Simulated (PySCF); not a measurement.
C₅H₁₂Si₂.
SMILES with atom numbers: `[CH2:1]=[C:2]([CH3:3])/[C:4]([SiH3:5])=[CH:6]/[SiH3:7]` (hydrogens: H8, H9 on C1; H10, H11, H12 on C3; H13, H14, H15 on Si5; H16 on C6; H17, H18, H19 on Si7)

The closed-shell SCF was solved with PySCF and density fitting under several settings on one GFN2-xTB geometry (grid level 2 and gas phase unless stated).

```json
{"settings": "PBE0/def2-SVPD", "basis functions": "244", "SCF cycles": "13", "E (Eh)": "-775.8746", "HOMO (eV)": "-7.07", "LUMO (eV)": "-1.15", "dipole (D)": "0.88"}
{"settings": "OPBE/pcSseg-1", "basis functions": "193", "SCF cycles": "16", "E (Eh)": "-776.4557", "HOMO (eV)": "-5.98", "LUMO (eV)": "-1.94", "dipole (D)": "0.89"}
{"settings": "wB97X/IGLO-II, damping 0.1 at the start, DIIS from the seventh cycle", "basis functions": "252", "SCF cycles": "12", "E (Eh)": "-776.6415", "HOMO (eV)": "-9.29", "LUMO (eV)": "0.99", "dipole (D)": "0.80"}
```

Problem. Estimate the row for these settings: PBE0/6-31++G**, grid level 3, fitting basis def2-qzvpp-jkfit.

Solution. 
| settings | basis functions | SCF cycles | E (Eh) | HOMO (eV) | LUMO (eV) | dipole (D) |
| --- | --- | --- | --- | --- | --- | --- |
| PBE0/6-31++G**, grid level 3, fitting basis def2-qzvpp-jkfit | 206 | 10 | -776.1651 | -6.99 | -1.10 | 0.83 |

Problem. Over all rows, what range does the HOMO–LUMO gap span?

Solution. From 4.04 eV (OPBE/pcSseg-1) to 10.28 eV (wB97X/IGLO-II, damping 0.1 at the start, DIIS from the seventh cycle). The functional of the narrowest has no exact exchange, that of the widest range-separated exact exchange.

Problem. Compare two rows with the functional PBE0: PBE0/6-31++G**, grid level 3, fitting basis def2-qzvpp-jkfit and PBE0/def2-SVPD. Which energy is lower, and by how much?

Solution. PBE0/6-31++G**, grid level 3, fitting basis def2-qzvpp-jkfit (206 functions) lies 0.2905 Eh or 182 kcal/mol below PBE0/def2-SVPD (244 functions). The smaller set gives the lower energy; the two sets aren't nested, so the variational bound doesn't order them by size.

Cycle counts include a coarse-grid stage where the run had one. All basis functions are spherical, in the Pople sets too.

Shape of the structure used: `[CH2:1]=[C:2]([CH3:3])/[C:4]([SiH3:5])=[CH:6]/[SiH3:7]`: C1–C2–C4–Si5 -128°.

One conformer stands for the species.
